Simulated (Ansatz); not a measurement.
Ideal-gas functions of H6SeSi2 (`[SiH3][SiH2][SeH]`) at 400 K and 1 bar, from an Ansatz frequency run at PBE0-D4/def2-TZVP.

Molar mass 141.18 g/mol, point group C1 (symmetry number 1), electronic degeneracy 1, moments of inertia 55.855, 352.045, 393.402 u Å². Harmonic wavenumbers (cm⁻¹, unscaled): 90, 111, 152, 347, 365, 452, 494, 523, 636, 729, 781, 873, 924, 934, 939, 2206, 2215, 2222, 2229, 2237, 2440.

Use S(trans) = R[1.5 ln M + 2.5 ln T − 1.1517]; rotational temperatures θ = 24.2544 K / I; S(rot) = R[ln(√π/σ · √(T³/θAθBθC)) + 1.5]; for each mode x = 1.438777 ν̃/T, S = R[x/(eˣ − 1) − ln(1 − e⁻ˣ)] and H = RT x/(eˣ − 1); 1 cm⁻¹ = 0.0119627 kJ/mol; R = 8.31446 J/(mol·K).

Question: By hand: the entropy, in J/(mol·K).

Answer: Translation 176.7. Rotation: θ = 0.4342, 0.0689, 0.0617 K, giving 118.1. Vibration, mode by mode: 17.73, 16.00, 13.44, 6.99, 6.62, 5.13, 4.55, 4.19, 3.04, 2.33, 2.01, 1.55, 1.34, 1.30, 1.28, 0.03, 0.03, 0.03, 0.02, 0.02, 0.01, in all 87.6. Electronic 0.0. Sum 382.4 J/(mol·K).

Question: By hand: H − E and G − E in kJ/mol, counted from the electronic energy.

Answer: Zero-point energy ½ × 21899 × 0.0119627 = 131.0; thermal vibration 18.8; translation, rotation and pV give 4 RT = 13.3. H − E = 163.1 kJ/mol, and G − E = 163.1 − 400 × 382.4/1000 = 10.1 kJ/mol.

Vibration gives 23 % of the entropy, 33.7 J/(mol·K) of it from the modes under 150 cm⁻¹: soft modes count most, and the harmonic formula is weakest for them. The sum counts one conformer and one mirror image; others add a mixing term.
